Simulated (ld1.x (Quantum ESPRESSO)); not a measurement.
## As (Z = 33) TM: all-electron and pseudo phase curves

* Element: As
* Generator: ld1.x (Quantum ESPRESSO) 7.5
* Type: norm-conserving Troullier–Martins (Kleinman–Bylander form)
* Functional: PBEsol
* Relativity: scalar-relativistic
* Frozen core: [Ar] 3d10
* Valence charge: 5
* Reference configuration: 4s2 4p2.5 (charge +0.5)
* Partial waves: 4s (bound): rc 1.35 bohr; 4p (bound): rc 1.70 bohr
* Local potential: all-electron potential smoothed inside 1.55 bohr (lloc = -1)
* Core correction: none

The phase is arctan(r·u′/u) with u = r·R(r), unwrapped; energies in Ry, scanned from -3 to 5 Ry. A pole is an energy at which the radial function vanishes at the test radius. The pseudo phase is shifted by a multiple of π to meet the all-electron one at the reference energy, and phase errors are pseudo minus all-electron; the curves can meet again beyond the range given. Levels narrower than the energy grid can be missing from the lists of poles.

```csv
channel,radius (bohr),reference energy (Ry),"poles, all-electron","poles, pseudo",unbroken range about the reference energy with phases within 0.05 rad,phase error 1 Ry above the reference energy (rad)
s,1.84,-1.38,2.24,"1.30, 4.05",below 1.0,-0.011
p,1.84,-0.67,3.97,3.25,below 3.4,-0.012
```

Phases in the s channel:

| E (Ry) | all-electron | pseudo |
| --- | --- | --- |
| -3.00 | 0.931 | 0.923 |
| -2.52 | 0.727 | 0.719 |
| -2.04 | 0.352 | 0.346 |
| -1.56 | -0.247 | -0.248 |
| -1.08 | -0.789 | -0.791 |
| -0.60 | -1.101 | -1.108 |
| -0.12 | -1.273 | -1.287 |
| 0.36 | -1.378 | -1.402 |
| 0.84 | -1.448 | -1.489 |
| 1.32 | -1.500 | -1.574 |
| 1.80 | -1.540 | -1.719 |
| 2.28 | -1.573 | -3.454 |
| 2.76 | -1.602 | -4.528 |
| 3.24 | -1.628 | -4.637 |
| 3.72 | -1.652 | -4.688 |
| 4.20 | -1.676 | -4.722 |
| 4.68 | -1.701 | -4.750 |
